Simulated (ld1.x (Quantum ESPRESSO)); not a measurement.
# revPBE RRKJ dataset for As (Z = 33), scalar-relativistic all-electron reference.

The input file (ld1.x (Quantum ESPRESSO) 7.5):

```
&input
   title='As', zed=33., rel=1, dft='REVPBE', iswitch=3,
   config='[Ar] 3d10 4s2 4p3',
   nld=3, rlderiv=1.90, eminld=-5.0, emaxld=5.0, deld=0.02
 /
 &inputp
   pseudotype=2, tm=.false., rho0=0.001, lloc=0,
   nlcc=.false.,
   file_pseudopw='As.UPF', file_wfcaegen='ae.wfc', file_wfcncgen='nc.wfc', file_beta='beta', file_chi='chi'
 /
3
4P  2  1   3.00   0.00  1.45  1.45  0.0
3D  3  2  10.00   0.00  1.00  1.00  0.0
4S  1  0   2.00   0.00  1.75  1.75  0.0
 &test
   configts(1)='3d10 4s2 4p3'
 /
```

Command:

```bash
ld1.x < As.in > As.out
```

Output (shortened: banner, matrices, multipoles, cross overlaps and the repeated all-electron block are left out):

```
Program LD1 v.7.5
     --------------------------- All-electron run ----------------------------

     As
     scalar relativistic calculation

     atomic number is 33.00
     dft =REVPBE   lsd =0 sic =0 latt =0  beta=0.20 tr2=1.0E-14
     Exchange-correlation= REVPBE
                           (   1   4   4   4   0   0   0)
     mesh =1209 r(mesh) =  99.83237 a.u. xmin = -7.00 dx = 0.01250
     1 Ry =  13.60569312 eV, c = 137.03599908

     n l     nl                  e(Ry)          e(Ha)          e(eV)
     1 0     1S 1( 2.00)      -861.4256      -430.7128    -11720.2919
     2 0     2S 1( 2.00)      -109.2830       -54.6415     -1486.8711
     2 1     2P 1( 6.00)       -95.8077       -47.9038     -1303.5300
     3 0     3S 1( 2.00)       -13.9920        -6.9960      -190.3708
     3 1     3P 1( 6.00)        -9.8250        -4.9125      -133.6756
     3 2     3D 1(10.00)        -2.9834        -1.4917       -40.5911
     4 0     4S 1( 2.00)        -1.0608        -0.5304       -14.4323
     4 1     4P 1( 3.00)        -0.3788        -0.1894        -5.1543

     final scf error:  8.2E-15 reached in  39 iterations

     Etot =   -4521.946516 Ry,   -2260.973258 Ha,  -61524.216621 eV

     Ekin =    4609.027880 Ry,    2304.513940 Ha,   62709.018931 eV
     Encl =  -10899.112628 Ry,   -5449.556314 Ha, -148289.981733 eV
     Eh   =    1935.692930 Ry,     967.846465 Ha,   26336.443988 eV
     Exc  =    -167.554698 Ry,     -83.777349 Ha,   -2279.697808 eV

     normalization and overlap integrals

     s(1S/1S) =  1.000000  <r> =   0.0455  <r2> =    0.0028  r(max) =   0.0296
     s(2S/2S) =  1.000000  <r> =   0.2027  <r2> =    0.0485  r(max) =   0.1701
     s(2P/2P) =  1.000000  <r> =   0.1772  <r2> =    0.0385  r(max) =   0.1358
     s(3S/3S) =  1.000000  <r> =   0.5981  <r2> =    0.4123  r(max) =   0.5239
     s(3P/3P) =  1.000000  <r> =   0.6171  <r2> =    0.4475  r(max) =   0.5239
     s(3D/3D) =  1.000000  <r> =   0.6781  <r2> =    0.5818  r(max) =   0.4800
     s(4S/4S) =  1.000000  <r> =   1.9422  <r2> =    4.3475  r(max) =   1.6136
     s(4P/4P) =  1.000000  <r> =   2.5545  <r2> =    7.7632  r(max) =   1.9957

     ------------------------ End of All-electron run ------------------------

     --------------------- Generating NC pseudopotential ---------------------

      Generating local pot.: lloc=0, matching radius rcloc =   1.7500

      Wfc   4P  rcut= 1.460  Estimated cut-off energy=       79.38 Ry
      This function has    0 nodes for 0 < r <    1.460

      Wfc   3D  rcut= 1.003  Estimated cut-off energy=      234.13 Ry
      This function has    0 nodes for 0 < r <    1.003

     ------------------- End of pseudopotential generation -------------------

     Computing logarithmic derivative in   1.91030
     Computing logarithmic derivative in   1.91030
     Computing the partial wave expansion
       no projector for channel:   0
     R is outside the sphere for l=    1 j= 0.00
     R is outside the sphere for l=    2 j= 0.00

     ---------------------- Testing the pseudopotential ----------------------

     As
     scalar relativistic calculation

     atomic number is 33.00   valence charge is 15.00
     dft =REVPBE   lsd =0 sic =0 latt =0  beta=0.20 tr2=1.0E-14
     mesh =1209 r(mesh) =  99.83237 xmin = -7.00 dx = 0.01250

     n l     nl             e AE (Ry)        e PS (Ry)    De AE-PS (Ry)
     3 2     3D   1(10.00)       -2.98339       -2.98339        0.00000
     1 0     4S   1( 2.00)       -1.06075       -1.06076        0.00001
     2 1     4P   1( 3.00)       -0.37883       -0.37883        0.00000

     eps = 5.4E-15  iter = 31

     Etot =   -4521.946516 Ry,   -2260.973258 Ha,  -61524.216621 eV
     Etotps =  -215.178303 Ry,    -107.589151 Ha,   -2927.649955 eV

     Ekin =     258.767606 Ry,     129.383803 Ha,    3520.712638 eV
     Encl =    -330.730174 Ry,    -165.365087 Ha,   -4499.813255 eV
     Ehrt =     189.496057 Ry,      94.748028 Ha,    2578.225198 eV
     Ecxc =     -25.259089 Ry,     -12.629544 Ha,    -343.667409 eV
     Epseu=    -307.452703 Ry,    -153.726352 Ha,   -4183.107127 eV

     ---------------------- End of pseudopotential test ----------------------
```

Note: ghost state, extra bound levels that the all-electron valence spectrum of the same l lacks: p at -1479.6 eV. A true bound ghost makes a file unfit for plane-wave use.

Generation and configuration tests took about 2.8 s on one core of a shared server CPU.
